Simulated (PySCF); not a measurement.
Te(I)(GeH3) (GeH3ITe), SMILES I[Te][GeH3].

Coordinates come from a B3LYP-D3(BJ)/def2-SVP optimisation. The structure was generated by enumeration, and PubChem lists no compound with its InChIKey, so it may never have been made. The def2 effective core potentials stand for the cores of I, Te; spin–orbit coupling is left out.

All values below come from PBE/def2-TZVPD run with PySCF.

Symmetry labels are those of the subgroup Cs that the program uses (full group Cs).

Computed valence orbital energies around the gap with their symmetry:
```json
[
 {"orbital": "HOMO−7", "symmetry": "A'", "energy (eV)": "-13.64"},
 {"orbital": "HOMO−6", "symmetry": "A'", "energy (eV)": "-9.13"},
 {"orbital": "HOMO−5", "symmetry": "A\"", "energy (eV)": "-8.88"},
 {"orbital": "HOMO−4", "symmetry": "A'", "energy (eV)": "-8.43"},
 {"orbital": "HOMO−3", "symmetry": "A'", "energy (eV)": "-7.88"},
 {"orbital": "HOMO−2", "symmetry": "A\"", "energy (eV)": "-7.00"},
 {"orbital": "HOMO−1", "symmetry": "A'", "energy (eV)": "-6.44"},
 {"orbital": "HOMO", "symmetry": "A\"", "energy (eV)": "-5.37"},
 {"orbital": "LUMO", "symmetry": "A'", "energy (eV)": "-3.75"},
 {"orbital": "LUMO+1", "symmetry": "A'", "energy (eV)": "-1.96"},
 {"orbital": "LUMO+2", "symmetry": "A'", "energy (eV)": "-0.66"},
 {"orbital": "LUMO+3", "symmetry": "A'", "energy (eV)": "-0.03"}
]
```
